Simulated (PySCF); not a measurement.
Computed shifts of a molecule C3H7N, B3LYP/pcSseg-1 run with PySCF, GIAO, gas phase, equivalent atoms averaged, in ppm (number of nuclei): ¹³C: 167.6 (1), 42.2 (1), 16.7 (1). ¹⁵N: 388.6 (1). ¹H: 7.90 (1), 3.76 (3), 2.07 (3). References: ¹³C against TMS (σ = 181.3 ppm); ¹⁵N against NH3 (σ = 265.5 ppm); ¹H against TMS (σ = 31.68 ppm), references at their B3LYP-D3(BJ)/def2-TZVP geometries, non-relativistic. Geometry optimised at r2SCAN-D4/def2-SVP. One conformer was computed; it need not be the lowest.

Question: Which molecule gave these data?
A. C1CNC1
B. C=CCN
C. C/C=N\C

Answer: C, C/C=N\C
